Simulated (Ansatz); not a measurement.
`BC(Cl)I` and `CC(Cl)I` differ in one atom or group.

Ansatz, PBE0-D4/def2-TZVP geometries, multiplicity 1. 

Elements past krypton have def2 core potentials.

| property | `BC(Cl)I` |
| --- | --- |
| HOMO–LUMO gap (B3LYP/def2-TZVPP) / eV | 5.38 |
| zero-point energy (PBE0-D4/def2-TZVP) / kJ/mol | 103.2 |
| HOMO–LUMO gap (ωB97M-V/def2-TZVPP) / eV | 9.97 |
| HOMO energy (B3LYP/def2-TZVPP) / eV | -7.67 |
| size of the dipole moment (PBE/def2-TZVPP) / D | 1.20 |
| LUMO energy (PBE0/def2-TZVPP) / eV | -2.08 |

Problem. What does the change do to each property? (Estimate.)

Solution. Ansatz gave: 
| property | `CC(Cl)I` | shift |
| --- | --- | --- |
| HOMO–LUMO gap (B3LYP/def2-TZVPP) / eV | 5.67 | 0.29 |
| zero-point energy (PBE0-D4/def2-TZVP) / kJ/mol | 148.4 | 45.2 |
| HOMO–LUMO gap (ωB97M-V/def2-TZVPP) / eV | 10.31 | 0.34 |
| HOMO energy (B3LYP/def2-TZVPP) / eV | -7.25 | 0.42 |
| size of the dipole moment (PBE/def2-TZVPP) / D | 1.83 | 0.63 |
| LUMO energy (PBE0/def2-TZVPP) / eV | -1.34 | 0.74 |

With PBE0 the HOMO rises by 0.43 eV and the LUMO rises by 0.74 eV, so the gap widens by about 0.31 eV. PBE moves the HOMO by 0.43 eV and ωB97M-V by 0.41 eV. The zero-point energy changes by 45.2 kJ/mol with +3 modes. Dipoles are sizes alone; their direction can turn.

B3LYP here is the variant with VWN-RPA as its local correlation; programs differ in this.

Spin–orbit coupling is left out; it splits and shifts lone-pair levels of the heavy atoms by tenths of an eV.
